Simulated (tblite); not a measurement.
Species: C5H13BF2N2.
SMILES with atom numbers: `[CH2:1]=[C:2]([B@@H-:3]([NH3+:4])[N:5]([CH3:6])[CH3:7])[CH:8]([F:9])[F:10]` (hydrogens: H11, H12 on C1; H13 on B3; H14, H15, H16 on N4; H17, H18, H19 on C6; H20, H21, H22 on C7; H23 on C8)
Bond orders are those of one Lewis drawing.

Computed with GFN2-xTB (tblite), gas phase: L-BFGS steps from a force-field or distance-geometry start until the largest atomic force falls under 0.01 eV/Å.

The end geometry, which sets the zero of energy:
```
atom  x, y, z in Å
C1     -2.0383   -0.2554    1.1475
C2     -1.3855   -0.3693   -0.0017
B3     -0.0603    0.3958   -0.4935
N4     -0.2439    2.0421    0.2840
N5      1.1906   -0.1507   -0.0323
C6      2.4492    0.1857   -0.6473
C7      1.3741   -0.8127    1.2337
C8     -1.9143   -1.3281   -1.0333
F9     -2.4938   -0.6512   -2.0689
F10    -2.8865   -2.1636   -0.5713
H11    -1.7106    0.4109    1.9296
H12    -2.9222   -0.8323    1.3763
H13    -0.0720    0.7036   -1.6365
H14    -0.1493    1.9353    1.2853
H15    -1.1609    2.3965    0.0459
H16     0.4821    2.6457   -0.0789
H17     3.0743   -0.7080   -0.7596
H18     2.2767    0.6121   -1.6319
H19     3.0188    0.9114   -0.0453
H20     1.9916   -1.7106    1.1115
H21     0.4113   -1.1096    1.6405
H22     1.8828   -0.1650    1.9653
H23    -1.1187   -1.9557   -1.4630
```

**Question.** These geometries come from the run, each turned onto the end geometry. Order them by energy, lowest first.
A.
```
atom  x, y, z in Å
C1     -1.8757   -0.2744    1.2404
C2     -1.3387   -0.3814    0.0291
B3     -0.0395    0.4152   -0.4912
N4     -0.3972    2.0631   -0.0070
N5      1.2178    0.1179    0.2206
C6      2.4735    0.4018   -0.4290
C7      1.3559   -0.9643    1.1632
C8     -1.9490   -1.3509   -0.9453
F9     -2.1211   -0.8050   -2.1828
F10    -3.1940   -1.7771   -0.5831
H11    -1.4314    0.3556    1.9953
H12    -2.7487   -0.8321    1.5472
H13     0.0516    0.5274   -1.6674
H14    -0.2496    2.1137    0.9945
H15    -1.3464    2.3277   -0.2494
H16     0.2720    2.6517   -0.4868
H17     2.7881   -0.3945   -1.1193
H18     2.4099    1.3312   -0.9915
H19     3.2516    0.5194    0.3309
H20     1.6377   -1.9157    0.6830
H21     0.4172   -1.1212    1.6863
H22     2.1361   -0.7284    1.8942
H23    -1.3250   -2.2529   -1.0759
```
B.
```
atom  x, y, z in Å
C1     -2.3547    0.3401    0.9065
C2     -1.4413   -0.2431    0.1376
B3     -0.0692    0.4388   -0.4052
N4     -0.1944    2.0169   -0.0254
N5      1.1863   -0.0194    0.3501
C6      2.3762    0.7684    0.0934
C7      1.4441   -1.4478    0.3443
C8     -1.7484   -1.6273   -0.3736
F9     -1.5920   -1.7239   -1.7239
F10    -3.0300   -2.0282   -0.1333
H11    -2.2204    1.3101    1.3578
H12    -3.2844   -0.1396    1.1644
H13     0.0057    0.3931   -1.6069
H14     0.0321    2.0805    0.9605
H15    -1.1512    2.3012   -0.1927
H16     0.4557    2.5584   -0.5811
H17     2.5756    0.9336   -0.9775
H18     2.2975    1.7456    0.5828
H19     3.2421    0.2652    0.5243
H20     1.2578   -1.9315   -0.6281
H21     0.8221   -1.9431    1.0981
H22     2.4881   -1.6275    0.6027
H23    -1.1020   -2.3936    0.0811
```
C.
```
atom  x, y, z in Å
C1     -1.9624   -0.3037    1.1724
C2     -1.3433   -0.3991    0.0025
B3     -0.0211    0.3791   -0.4717
N4     -0.3739    2.0586    0.1743
N5      1.2376   -0.0257    0.0983
C6      2.4902    0.1736   -0.5834
C7      1.4139   -0.8053    1.2968
C8     -1.9349   -1.2784   -1.0651
F9     -2.6088   -0.5064   -1.9715
F10    -2.8542   -2.1673   -0.6018
H11    -1.5984    0.3419    1.9563
H12    -2.8544   -0.8602    1.4140
H13     0.0264    0.6095   -1.6354
H14    -0.2581    2.0662    1.1799
H15    -1.3332    2.2634   -0.0751
H16     0.2620    2.7101   -0.2654
H17     2.9321   -0.7880   -0.8779
H18     2.3361    0.7682   -1.4783
H19     3.2139    0.6904    0.0603
H20     1.8537   -1.7874    1.0642
H21     0.4570   -0.9712    1.7852
H22     2.0901   -0.3040    2.0090
H23    -1.1751   -1.8372   -1.6315
```
D.
```
atom  x, y, z in Å
C1     -1.9754   -0.3050    1.1623
C2     -1.3507   -0.3835   -0.0060
B3     -0.0262    0.3750   -0.5008
N4     -0.3196    2.0853    0.2207
N5      1.2195   -0.0964    0.0237
C6      2.4870    0.1427   -0.6183
C7      1.3819   -0.7888    1.2755
C8     -1.9346   -1.2895   -1.0564
F9     -2.6552   -0.5603   -1.9608
F10    -2.8097   -2.2118   -0.5682
H11    -1.6253    0.3256    1.9638
H12    -2.8601   -0.8818    1.3866
H13    -0.0135    0.6533   -1.6504
H14    -0.2628    2.0165    1.2276
H15    -1.2507    2.3603   -0.0626
H16     0.3682    2.7391   -0.1294
H17     2.9976   -0.8033   -0.8420
H18     2.3356    0.6864   -1.5461
H19     3.1564    0.7281    0.0273
H20     1.9324   -1.7274    1.1318
H21     0.4096   -1.0194    1.7004
H22     1.9521   -0.1825    1.9942
H23    -1.1613   -1.8359   -1.6170
```
E.
```
atom  x, y, z in Å
C1     -2.0284   -0.2690    1.1523
C2     -1.3835   -0.3708   -0.0027
B3     -0.0587    0.3929   -0.4953
N4     -0.2422    2.0487    0.2553
N5      1.1922   -0.1388   -0.0160
C6      2.4524    0.1854   -0.6336
C7      1.3695   -0.8085    1.2465
C8     -1.9236   -1.3198   -1.0385
F9     -2.6009   -0.6358   -2.0097
F10    -2.8203   -2.2223   -0.5508
H11    -1.6973    0.3892    1.9399
H12    -2.9092   -0.8504    1.3803
H13    -0.0634    0.6833   -1.6441
H14    -0.1909    1.9439    1.2597
H15    -1.1380    2.4289   -0.0215
H16     0.5165    2.6279   -0.0801
H17     3.0555   -0.7178   -0.7851
H18     2.2803    0.6509   -1.6003
H19     3.0460    0.8758   -0.0139
H20     1.9832   -1.7089    1.1206
H21     0.4043   -1.1043    1.6486
H22     1.8767   -0.1658    1.9837
H23    -1.1250   -1.8880   -1.5391
```

**Answer.** E (0.002 eV), D (0.011 eV), C (0.029 eV), A (0.113 eV), B (0.360 eV).

In the order of the answer:

```tsv
step	E above end (eV)	largest force (eV/Å)	rms force component (eV/Å)	rms distance from end (Å)	rms bond change (Å)	bond most changed (Å)
167	0.002	0.02	0.006	0.049	0.001	B3–N4 -0.003
143	0.011	0.04	0.014	0.123	0.011	B3–N4 +0.049
125	0.029	0.13	0.038	0.180	0.002	C7–H20 +0.004
91	0.113	0.11	0.039	0.423	0.018	B3–N4 -0.075
27	0.360	0.26	0.061	1.144	0.048	B3–N4 -0.202
```

The cost below is that of the whole relaxation. Time: 1.4 s. Hardware: Arm Neoverse V2, one thread, shared host.
